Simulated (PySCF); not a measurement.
Compound: C5H12Si2.
Bonds: C1–C2, C2–C3, C3–Si4, Si4–C5, C5–C6 (triple), C6–Si7. Hydrogens: H8, H9, H10 on C1; H11, H12 on C2; H13, H14 on C3; H15, H16 on Si4; H17, H18, H19 on Si7.

Computed geometry: GFN2-xTB, gas phase.

**Question.** Give the optimised bond lengths and angles.

**Answer.** 
| bond | length (Å) |
| --- | --- |
| C1–C2 | 1.525 |
| C2–C3 | 1.526 |
| C3–Si4 | 1.904 |
| Si4–C5 | 1.852 |
| C5≡C6 | 1.212 |
| C6–Si7 | 1.849 |
| C1–H8, C1–H9, C1–H10 | 1.088 |
| C2–H11, C2–H12 | 1.093 |
| C3–H13, C3–H14 | 1.092 |
| Si4–H15, Si4–H16 | 1.469 |
| Si7–H17, Si7–H18, Si7–H19 | 1.465 |

Bonds in one row agree within 0.01 Å and their mean is given. A selection of angles:
| angle | degrees |
| --- | --- |
| C2–C1–H8 | 110.7 |
| C2–C1–H9 | 110.5 |
| H8–C1–H9 | 108.3 |
| C1–C2–C3 | 111.9 |
| C1–C2–H11 | 109.1 |
| C3–C2–H11 | 109.6 |
| H11–C2–H12 | 107.4 |
| C2–C3–Si4 | 113.1 |
| C2–C3–H13 | 108.7 |
| Si4–C3–H13 | 109.7 |
| H13–C3–H14 | 106.3 |
| C3–Si4–C5 | 107.5 |
| C3–Si4–H15 | 110.5 |
| C3–Si4–H16 | 110.4 |
| C5–Si4–H15 | 108.7 |
| H15–Si4–H16 | 110.9 |
| Si4–C5–C6 | 178.4 |
| C5–C6–Si7 | 179.8 |
| C6–Si7–H17 | 108.4 |
| H17–Si7–H18 | 110.7 |

Torsions: C1–C2–C3–Si4 179° (antiperiplanar); C2–C3–Si4–C5 -60° (synclinal). The mirror-image conformer, all signs reversed, is as good.

Si7 (SiH3 silicon) is tetrahedral (angles from 108.1° to 110.7°). Si4 (SiH2 silicon) is tetrahedral (angles from 107.5° to 110.9°). The C–C distances run from 1.212 Å (C5≡C6, drawn triple) to 1.526 Å (C2–C3, drawn single), a spread of 0.314 Å. The 3 C–Si bonds span 1.849 Å (C6–Si7, drawn single) to 1.904 Å (C3–Si4, drawn single), a spread of 0.055 Å. Of the pairs four or more bonds apart, C5···H12 is among the closest relative to their van der Waals radii: 2.97 Å, 103 % of the sum of Bondi's values.

Point group: C1 (no symmetry element, even within 0.4 Å). Stationary, but not proved a minimum. One conformer, not necessarily the lowest.
